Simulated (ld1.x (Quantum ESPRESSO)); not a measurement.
**What the settings do to the ultrasoft potential of Cr**

Base potential:

* Element: chromium
* Generator: ld1.x (Quantum ESPRESSO) 7.5
* Type: ultrasoft
* Functional: revPBE
* Relativity: scalar-relativistic
* Frozen core: [Ne]
* Valence charge: 14
* Reference configuration: 3s2 3p6 3d5 4s1 4p0
* Partial waves: 3s (bound): rcut 1.30, rcutus 1.40 bohr; 4s (bound): rcut 1.30, rcutus 1.40 bohr; 3p (bound): rcut 1.40, rcutus 1.75 bohr; 4p (bound, empty): rcut 1.40, rcutus 1.75 bohr; 3d (bound): rcut 1.05, rcutus 1.35 bohr; 3d channel at 2.5 Ry: rcut 1.05, rcutus 1.35 bohr
* Local potential: all-electron potential smoothed inside 1.15 bohr (lloc = -1)
* Core correction: none
* Augmentation charge: built from norm-conserving waves at rcut, not smoothed further

All-electron outer shells of the reference configuration (revPBE, scalar-relativistic, ld1.x):

| shell | level (eV) | outermost node (bohr) | outermost maximum (bohr) |
| --- | --- | --- | --- |
| 2s | -667.25 | 0.09 | 0.24 |
| 2p | -560.63 | – | 0.20 |
| 3s | -74.03 | 0.36 | 0.78 |
| 3p | -45.43 | 0.33 | 0.80 |
| 4s | -3.93 | 1.12 | 2.78 |
| 3d | -2.85 | – | 0.84 |
| 4p | -0.97 | 1.25 | 3.94 |

Cutoffs, loose and tight: the cutoffs (Ry, on a coarse ladder) from which the occupation-weighted sum of valence levels, in a spherical-Bessel basis at the reference potential, stays within 10 and 1 mRy of its value at 400 Ry. They do not see the model core or the augmentation charge, which bear on the density cutoff. Test errors are all-electron minus pseudo excitation energies from the reference, over the configurations 3s2 3p6 3d5 4s0 4p0; 3s2 3p6 3d4 4s0 4p0; 3s2 3p6 3d3 4s0 4p0; 3s2 3p6 3d4 4s2 4p0; 3s2 3p6 3d5.5 4s0.5 4p0; 3s2 3p6 3d2 4s0 4p0; 3s2 3p6 3d4 4s1 4p1. A dash means not determined; rows that change the core or the reference have their own tests. The largest error is taken over the tests solved by every variant that gives reliable tests at all: 3s2 3p6 3d3 4s0 4p0; 3s2 3p6 3d4 4s0 4p0; 3s2 3p6 3d4 4s2 4p0; 3s2 3p6 3d5 4s0 4p0; 3s2 3p6 3d5.5 4s0.5 4p0.

Cutoffs are not given where the Bessel-basis levels miss the radial ones by over 6 mRy, ghosts where they miss by over 20 mRy; a channel whose overlap is not positive is not tested.

A file whose overlap is not positive is unfit for use, and its test errors describe a broken file.

```csv
change,outcome,bound ghosts,largest test error (meV)
base,"generated, overlap not positive",not determined (overlap not positive),-2219
core correction a·sin(br)/r model core inside 0.60 bohr,"generated, overlap not positive",not determined (overlap not positive),-2211
core correction a·sin(br)/r model core inside 0.86 bohr,"generated, overlap not positive",not determined (overlap not positive),-2218
core correction a·sin(br)/r model core inside 0.98 bohr,"generated, overlap not positive",not determined (overlap not positive),-2218
core correction a·sin(br)/r model core inside 1.20 bohr,"generated, overlap not positive",not determined (overlap not positive),-2219
core correction a·sin(br)/r model core inside 1.42 bohr,"generated, overlap not positive",not determined (overlap not positive),-2219
core correction a·sin(br)/r model core inside 1.54 bohr,"generated, overlap not positive",not determined (overlap not positive),-2219
```
